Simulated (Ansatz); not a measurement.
`C[SiH2][GeH2][Cl]` + HBr → `[Cl][GeH2][SiH2]Br` + CH₄ at 400 K and 1 bar (ligand exchange at the Si–C bond).

Program: Ansatz. Geometries: PBE0-D4/def2-TZVP. ΔE: electronic, gas phase. CBS: MP2 limit from def2 TZ/QZ plus the TZ coupled-cluster correction, frozen cores. This one scheme is used for every species. For Br, Ge outer-core shells are correlated without core-valence functions, which leaves a few kJ/mol of doubt a bond. Scalar relativity is left out up to krypton. Each species was taken in one conformer, which may not be the lowest.

| species | CCSD(T)/CBS energy (Eh) | H − E (kJ/mol) | S (J/(mol·K)) |
| --- | --- | --- | --- |
| `C[SiH2][GeH2][Cl]` | -2867.28393 | 223.1 | 412.6 |
| HBr | -2573.91920 | 27.6 | 207.2 |
| `[Cl][GeH2][SiH2]Br` | -5400.77665 | 127.0 | 415.8 |
| CH₄ | -40.46206 | 131.3 | 197.2 |

H − E and S are ideal-gas, rigid-rotor, harmonic terms from PBE0-D4/def2-TZVP, for one conformer and one mirror image of each species. 1 Eh = 2625.50 kJ/mol, R = 8.31446 J/(mol·K).

**Question.** By hand: ΔE, ΔH, ΔS and ΔG.

**Answer.** ΔE = (-5400.77665) + (-40.46206) − (-2867.28393) − (-2573.91920) = -0.03558 Eh = -93.4 kJ/mol. Δ(H − E) = 127.0 + 131.3 − 223.1 − 27.6 = 7.6, so ΔH = -85.8 kJ/mol. ΔS = 415.8 + 197.2 − 412.6 − 207.2 = -6.8 J/(mol·K). ΔG = -85.8 − 400 × (-6.8)/1000 = -83.1 kJ/mol.

**Question.** By hand: the equilibrium constant, and the temperature at which ΔG would vanish if ΔH and ΔS stayed fixed.

**Answer.** log₁₀ K = −ΔG/(RT ln 10) = 10.9. ΔG = 0 at ΔH/ΔS = 12618 K, far beyond where these terms or the molecules hold.

The number of gas molecules stays the same, so ΔS is small and ΔH decides. A doubt of 5 kJ/mol in ΔE shifts log₁₀ K by 0.7 here. Other conformers and mirror images would add mixing entropy, several J/(mol·K) or more a flexible species. Modes under 60 cm⁻¹, often nearly free rotors, make the harmonic entropy too high. These are equilibria of isolated gas molecules and say nothing of rates. Largest T1 diagnostic: 0.011 (customary marks: 0.02 for closed shells, 0.045 for open ones).
